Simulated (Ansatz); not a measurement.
A single point on `O[SiH]1CN=C1F`.

```yaml
crystal:
  periodic: [false, false, false]
  atoms:
    - {symbol: O, position_ang: [-0.160348, -2.104964, -0.499166]}
    - {symbol: Si, position_ang: [0.463405, -0.596307, -0.405671]}
    - {symbol: C, position_ang: [0.284598, 0.516541, 1.110204]}
    - {symbol: N, position_ang: [-0.409562, 1.532312, 0.261288]}
    - {symbol: C, position_ang: [-0.525998, 0.936469, -0.852834]}
    - {symbol: F, position_ang: [-1.131058, 1.502667, -1.881533]}
    - {symbol: H, position_ang: [-1.046334, -2.258616, -0.166986]}
    - {symbol: H, position_ang: [1.799276, -0.692892, -1.036333]}
    - {symbol: H, position_ang: [1.184552, 0.936227, 1.563061]}
    - {symbol: H, position_ang: [-0.375231, 0.177463, 1.910869]}
basis:
  gaussian: {orbitals: def2-QZVPP}
correlation: {method: mp2}
```

```sh
$ ansatz run in.yaml --threads 4 --pin off --events-out ev --progress --plain --max-ram 10444MiB
```

Shortened log:

```
Functional definition: HF
2905 factors; integrals over basis functions are off by at most 8.2e-4 eV
mean field evaluation 1: about -16210.4641 eV, gradient 4.9e1 eV
mean field evaluation 2: about -16210.6392 eV, gradient 4.9e1 eV
mean field evaluation 4: about -16215.6593 eV, gradient 5.1e0 eV
mean field evaluation 8: about -16215.7619 eV, gradient 5.2e-1 eV
mean field evaluation 16: about -16215.7642 eV, gradient 2.2e-6 eV
mean field -16215.76416449 eV, -595.9183416053 hartree, gradient 2.2e-6 eV, S^2 0.000000; 0 other end points of the search recorded, 0 dependent functions left out
10 core orbitals not correlated: weight in the atoms' cores, before any rotation towards them, 1.000 or more for the frozen orbitals, at most 0.000 for the correlated occupied ones
reference -16215.76416449 eV, -595.9183416053 hartree; 17, 17 occupied and 448, 448 virtual orbitals, 2905 factors
second order -32.72716235 eV of doubles, -0.00000000 eV of singles
Total energy: -16248.49132684 eV, -597.1210426384 hartree
```

Run time 20 s (4 threads of an Arm Neoverse V2 on a shared host); peak host memory 3 GiB.
